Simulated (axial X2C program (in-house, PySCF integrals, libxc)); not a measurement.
Curves of TbI⁺ from open-shell CI on f8 s1

Calculated with an in-house all-electron X2C program for linear molecules (integrals from PySCF): two-component X2C with atomic mean-field Coulomb and Gaunt terms, basis Tb dyall-v3z, I dyall-v3z (cores contracted in-house). Orbitals come from Hartree–Fock averaged over the configuration Tb f8 s1; CI then distributes these electrons over the f, s shells of Tb.

Scan along the bond; masses Tb 158.925 u, I 126.904 u. Energies in cm⁻¹ from the lowest point; levels are followed by energy order within each Ω. Lowest level at 2.764 Å: 100% f8 s1.

| R (Å) | (1)Ω=13/2 | (1)Ω=11/2 | (1)Ω=9/2 | (1)Ω=7/2 | (1)Ω=5/2 | (1)Ω=3/2 | (1)Ω=1/2 | (2)Ω=11/2 | (2)Ω=9/2 |
| --- | --- | --- | --- | --- | --- | --- | --- | --- | --- |
| 2.571 | 2277 | 2523 | 2778 | 3037 | 3291 | 3515 | 3659 | 4328 | 4533 |
| 2.667 | 534 | 792 | 1057 | 1327 | 1590 | 1822 | 1972 | 2613 | 2813 |
| 2.764 | 0 | 264 | 536 | 811 | 1079 | 1315 | 1468 | 2095 | 2291 |
| 2.875 | 473 | 740 | 1014 | 1292 | 1562 | 1800 | 1953 | 2575 | 2768 |
| 2.985 | 1730 | 1995 | 2269 | 2547 | 2817 | 3055 | 3208 | 3832 | 4022 |
| 3.109 | 3757 | 4019 | 4290 | 4567 | 4837 | 5074 | 5226 | 5855 | 6043 |
| 3.262 | 6776 | 7029 | 7296 | 7570 | 7839 | 8077 | 8229 | 8864 | 9051 |

**Question.** Fit the curves (1)Ω=13/2, (1)Ω=11/2, (1)Ω=9/2, (1)Ω=7/2, (1)Ω=5/2, (1)Ω=3/2, (1)Ω=1/2, (2)Ω=11/2, (2)Ω=9/2 near their minima.

**Answer.** From the open-shell CI curves, Te from the lowest:

```
    level  Te (cm⁻¹)  Re (Å)  ωe (cm⁻¹)
(1)Ω=13/2          0   2.768      211.0
(1)Ω=11/2        264   2.768      210.7
 (1)Ω=9/2        536   2.767      210.5
 (1)Ω=7/2        811   2.767      210.2
 (1)Ω=5/2       1079   2.766      210.0
 (1)Ω=3/2       1316   2.766      209.8
 (1)Ω=1/2       1468   2.766      209.6
(2)Ω=11/2       2095   2.767      210.4
 (2)Ω=9/2       2291   2.767      210.4
```

Without dynamic correlation distances can be off by several hundredths of an Å (long for ionic bonds, short for multiple bonds) and the wavenumbers are rough.

The 9 lowest curves are shown; the next is (2)Ω=7/2, from 2461 cm⁻¹.

There is no dynamic correlation: spin–orbit spacings and, for f shells, spacings inside one term are the most reliable numbers, splittings between terms come out too wide, and energies between configurations are not reliable, so the lowest level need not be the ground state of the molecule. At most 4 roots were kept for each Ω > 0 (twice that for Ω = 0) within 2.2 eV of the lowest, so higher up levels can be missing between those listed; levels with Ω > 0 are doubly degenerate and listed once, Ω = 0 levels singly.
